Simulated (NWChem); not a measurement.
System: CH₅NOZn; SMILES [O]([Zn][NH2])C

Here is an NWChem input.

```
start job
memory heap 200 mb stack 900 mb global 1100 mb
geometry units angstroms noautosym nocenter noautoz
  Zn     0.442001    -0.366846     0.027267
  O      0.845015     1.354210     0.148624
  C     -0.013715     2.431592     0.007221
  H     -0.831932     2.454848     0.758771
  H      0.549013     3.376292     0.133863
  H     -0.499052     2.491152    -0.990653
  N      0.322991    -2.174633    -0.040883
  H      0.054454    -2.577976    -0.935520
  H     -0.253278    -2.618022     0.670823
end
basis spherical
  * library def2-svp
end
dft
  xc xpbe96 cpbe96
  iterations 150
end
property
  efieldgrad
end
task dft property
```

NWChem printed, in part:

```
             Northwest Computational Chemistry Package (NWChem) 7.3.0
             --------------------------------------------------------

                             Geometry "geometry" -> ""
                             -------------------------

 Output coordinates in angstroms (scale by  1.889725989 to convert to a.u.)

  No.       Tag          Charge          X              Y              Z
 ---- ---------------- ---------- -------------- -------------- --------------
    1 Zn                  30.0000     0.44200100    -0.36684600     0.02726700
    2 O                    8.0000     0.84501500     1.35421000     0.14862400
    3 C                    6.0000    -0.01371500     2.43159200     0.00722100
    4 H                    1.0000    -0.83193200     2.45484800     0.75877100
    5 H                    1.0000     0.54901300     3.37629200     0.13386300
    6 H                    1.0000    -0.49905200     2.49115200    -0.99065300
    7 N                    7.0000     0.32299100    -2.17463300    -0.04088300
    8 H                    1.0000     0.05445400    -2.57797600    -0.93552000
    9 H                    1.0000    -0.25327800    -2.61802200     0.67082300

 Effective nuclear repulsion energy (a.u.)     254.4949163407

  pbe96 is a nonlocal functional; adding pw91lda local functional.
                              NWChem Property Module
                              ----------------------

  itol2e modified to match energy
  convergence criterion.

                                 NWChem DFT Module
                                 -----------------

 Summary of "ao basis" -> "ao basis" (spherical)
 ------------------------------------------------------------------------------
       Tag                 Description            Shells   Functions and Types
 ---------------- ------------------------------  ------  ---------------------
 Zn                         def2-svp                11       31   5s3p2d1f
 O                          def2-svp                 6       14   3s2p1d
 C                          def2-svp                 6       14   3s2p1d
 H                          def2-svp                 3        5   2s1p
 N                          def2-svp                 6       14   3s2p1d

  itol2e modified to match energy
  convergence criterion.

            General Information
            -------------------
          SCF calculation type: DFT
          Wavefunction type:  closed shell.
          No. of atoms     :     9
          No. of electrons :    56
           Alpha electrons :    28
            Beta electrons :    28
          Charge           :     0
          Spin multiplicity:     1
          Use of symmetry is: off; symmetry adaption is: off
          Maximum number of iterations: 150
          AO basis - number of functions:    98
                     number of shells:    44
          Convergence on energy requested:  1.00D-07
          Convergence on density requested:  1.00D-05
          Convergence on gradient requested:  5.00D-04

              XC Information
              --------------
          PerdewBurkeErnzerhof Exchange Functional  1.000
            Perdew 1991 LDA Correlation Functional  1.000 local
           PerdewBurkeErnz. Correlation Functional  1.000 non-local

             Grid Information
             ----------------
          Grid used for XC integration:  fine
          Radial quadrature: Mura-Knowles
          Angular quadrature: Lebedev.
          Tag              B.-S. Rad. Rad. Pts. Rad. Cut. Ang. Pts.
          ---              ---------- --------- --------- ---------
          Zn                  1.35      140          11.0       974
          O                   0.60       70          11.0       590
          C                   0.70       70          13.0       590
          H                   0.35       60          14.0       590
          N                   0.65       70          13.0       590
          Grid pruning is: on
          Number of quadrature shells:   650
          Spatial weights used:  Erf1

      Superposition of Atomic Density Guess
      -------------------------------------

 Sum of atomic energies:       -1946.61802095

      Non-variational initial energy
      ------------------------------

 Total energy =   -1948.081836
 1-e energy   =   -3220.418730
 2-e energy   =    1017.841978
 HOMO         =      -0.342300
 LUMO         =      -0.056666

   convergence    iter        energy       DeltaE   RMS-Dens  Diis-err
 ---------------- ----- ----------------- --------- --------- ---------
 d= 0,ls=0.0,diis     1  -1949.5062287425 -2.20D+03  2.47D-02  8.79D-01
 d= 0,ls=0.0,diis     2  -1949.1178835714  3.88D-01  1.61D-02  4.58D+00
 d= 0,ls=0.0,diis     3  -1949.6048693839 -4.87D-01  4.02D-03  1.44D-01
 d= 0,ls=0.0,diis     4  -1949.6097743841 -4.91D-03  2.04D-03  8.98D-02
 d= 0,ls=0.0,diis     5  -1949.6190979672 -9.32D-03  4.22D-04  3.56D-03
  Resetting Diis
 d= 0,ls=0.0,diis     6  -1949.6194247593 -3.27D-04  1.10D-04  4.60D-04
 d= 0,ls=0.0,diis     7  -1949.6194574182 -3.27D-05  5.76D-05  1.64D-05
 d= 0,ls=0.0,diis     8  -1949.6194549888  2.43D-06  3.49D-05  4.44D-05
 d= 0,ls=0.0,diis     9  -1949.6194589898 -4.00D-06  5.50D-06  7.49D-07
 d= 0,ls=0.0,diis    10  -1949.6194590448 -5.50D-08  1.73D-06  6.31D-08

         Total DFT energy =    -1949.619459044808
      One electron energy =    -3221.041944254230
           Coulomb energy =     1110.369449871847
    Exchange-Corr. energy =      -93.441881003149
 Nuclear repulsion energy =      254.494916340724

 Numeric. integr. density =       56.000000563390

                       DFT Final Molecular Orbital Analysis
                       ------------------------------------

 Vector   26  Occ=2.000000D+00  E=-2.163570D-01
              MO Center=  5.4D-01,  1.2D+00,  8.3D-02, r^2= 3.3D+00
   Bfn.  Coefficient  Atom+Function         Bfn.  Coefficient  Atom+Function
  ----- ------------  ---------------      ----- ------------  ---------------
    35      0.408749  2 O  px                 4     -0.356493  1 Zn s
    38      0.312708  2 O  px                65     -0.224556  5 H  s
    36      0.214544  2 O  py                78     -0.174665  7 N  px
    49     -0.172850  3 C  px                66     -0.159095  5 H  s
     3      0.156167  1 Zn s                 34      0.142225  2 O  s

[...]

          -----------------------
          Electric field gradient
          -----------------------

 1 a.u. = 0.324123 10**(16) esu/cm**3  ( or statvolts/cm**2 ) = 0.97174 10**(22) v/m**2

 ------------------------------------------------------------
   Atom      X         Y         Z
 ------------------------------------------------------------
    1 Zn   0.83526  -0.69324   0.05153
 ------------------------------------------------------------

 Electric field gradient in molecular frame (a.u.)
         XX             YY             ZZ             XY             XZ             YZ
 ------------------------------------------------------------------------------------------
       -0.349147       0.994495      -0.645348       0.203405       0.063196       0.080897

 Principal components (a.u.) and orientation
 of principal axis w.r.t. absolute frame                      Asymmetry parameter eta
 --------------------------------------------------------------------------------------
        1.029377      -0.659250      -0.370127                       0.280872

        0.148156      -0.183537       0.971784
        0.987527      -0.025496      -0.155371
        0.053293       0.982682       0.177471

 ------------------------------------------------------------
   Atom      X         Y         Z
 ------------------------------------------------------------
    2 O    1.59685   2.55909   0.28086
 ------------------------------------------------------------

 Electric field gradient in molecular frame (a.u.)
         XX             YY             ZZ             XY             XZ             YZ
 ------------------------------------------------------------------------------------------
        0.074057      -1.240132       1.166076       0.776881      -0.201593       0.091843

 Principal components (a.u.) and orientation
 of principal axis w.r.t. absolute frame                      Asymmetry parameter eta
 --------------------------------------------------------------------------------------
       -1.610763       1.203217       0.407546                       0.493971

       -0.423940      -0.191739       0.885161
        0.903656      -0.024084       0.427581
       -0.060665       0.981150       0.183476

 ------------------------------------------------------------
   Atom      X         Y         Z
 ------------------------------------------------------------
    3 C   -0.02592   4.59504   0.01365
 ------------------------------------------------------------

 Electric field gradient in molecular frame (a.u.)
         XX             YY             ZZ             XY             XZ             YZ
 ------------------------------------------------------------------------------------------
       -0.006392      -0.107209       0.113601       0.193175      -0.019579       0.032152

 Principal components (a.u.) and orientation
 of principal axis w.r.t. absolute frame                      Asymmetry parameter eta
 --------------------------------------------------------------------------------------
       -0.260190       0.143500       0.116690                       0.103038

       -0.607499       0.772713      -0.184008
        0.788051       0.615358      -0.017634
       -0.099605       0.155721       0.982766

 ------------------------------------------------------------
   Atom      X         Y         Z
 ------------------------------------------------------------
    4 H   -1.57212   4.63899   1.43387
 ------------------------------------------------------------

 Electric field gradient in molecular frame (a.u.)
         XX             YY             ZZ             XY             XZ             YZ
 ------------------------------------------------------------------------------------------
       -0.084390       0.132823      -0.048433       0.009021       0.209684       0.001172

 Principal components (a.u.) and orientation
 of principal axis w.r.t. absolute frame                      Asymmetry parameter eta
 --------------------------------------------------------------------------------------
       -0.276948       0.147389       0.129559                       0.064380

        0.736776       0.613857      -0.283446
       -0.014288       0.433255       0.901158
       -0.675986       0.659902      -0.327982

 ------------------------------------------------------------
   Atom      X         Y         Z
 ------------------------------------------------------------
    5 H    1.03748   6.38027   0.25296
 ------------------------------------------------------------

 Electric field gradient in molecular frame (a.u.)
         XX             YY             ZZ             XY             XZ             YZ
 ------------------------------------------------------------------------------------------
        0.027741      -0.171024       0.143283      -0.180895      -0.026875      -0.041051

 Principal components (a.u.) and orientation
 of principal axis w.r.t. absolute frame                      Asymmetry parameter eta
 --------------------------------------------------------------------------------------
       -0.283666       0.149248       0.134418                       0.052281

        0.506361      -0.187366       0.841720
        0.854746      -0.020051      -0.518660
        0.114056       0.982086       0.149997

 ------------------------------------------------------------
   Atom      X         Y         Z
 ------------------------------------------------------------
    6 H   -0.94307   4.70759  -1.87206
 ------------------------------------------------------------

 Electric field gradient in molecular frame (a.u.)
         XX             YY             ZZ             XY             XZ             YZ
 ------------------------------------------------------------------------------------------
        0.063581       0.132305      -0.195887       0.014922      -0.164988       0.014094

 Principal components (a.u.) and orientation
 of principal axis w.r.t. absolute frame                      Asymmetry parameter eta
 --------------------------------------------------------------------------------------
       -0.276939       0.147434       0.129505                       0.064737

        0.437216       0.810285      -0.390231
       -0.046873       0.453840       0.889849
        0.898134      -0.370765       0.236407

 ------------------------------------------------------------
   Atom      X         Y         Z
 ------------------------------------------------------------
    7 N    0.61036  -4.10946  -0.07726
 ------------------------------------------------------------

 Electric field gradient in molecular frame (a.u.)
         XX             YY             ZZ             XY             XZ             YZ
 ------------------------------------------------------------------------------------------
        0.655467      -0.149387      -0.506080      -0.377994       0.220891      -0.062489

 Principal components (a.u.) and orientation
 of principal axis w.r.t. absolute frame                      Asymmetry parameter eta
 --------------------------------------------------------------------------------------
        0.843804      -0.546837      -0.296968                       0.296122

        0.917962      -0.188096       0.349237
       -0.359862      -0.024519       0.932683
        0.166871       0.981845       0.090197

 ------------------------------------------------------------
   Atom      X         Y         Z
 ------------------------------------------------------------
    8 H    0.10290  -4.87167  -1.76788
 ------------------------------------------------------------

 Electric field gradient in molecular frame (a.u.)
         XX             YY             ZZ             XY             XZ             YZ
 ------------------------------------------------------------------------------------------
        0.181166       0.099695      -0.280860      -0.082918      -0.128260      -0.201867

 Principal components (a.u.) and orientation
 of principal axis w.r.t. absolute frame                      Asymmetry parameter eta
 --------------------------------------------------------------------------------------
       -0.406656       0.232837       0.173819                       0.145128

        0.248627       0.855844       0.453560
        0.393555      -0.517129       0.760061
        0.885042      -0.010471      -0.465393

 ------------------------------------------------------------
   Atom      X         Y         Z
 ------------------------------------------------------------
    9 H   -0.47863  -4.94734   1.26767
 ------------------------------------------------------------

 Electric field gradient in molecular frame (a.u.)
         XX             YY             ZZ             XY             XZ             YZ
 ------------------------------------------------------------------------------------------
        0.032874       0.081069      -0.113943      -0.164078       0.242764       0.169399

 Principal components (a.u.) and orientation
 of principal axis w.r.t. absolute frame                      Asymmetry parameter eta
 --------------------------------------------------------------------------------------
       -0.406611       0.232816       0.173795                       0.145153

       -0.554310       0.796183       0.242555
       -0.433330      -0.524878       0.732617
        0.710609       0.300990       0.635955
```

Level: PBE/def2-SVP. Geometry: optimised at PBE0/def2-SVP. Not confirmed as a minimum by frequencies. NWChem prints the field gradient with the sign opposite to the second derivative of the potential.
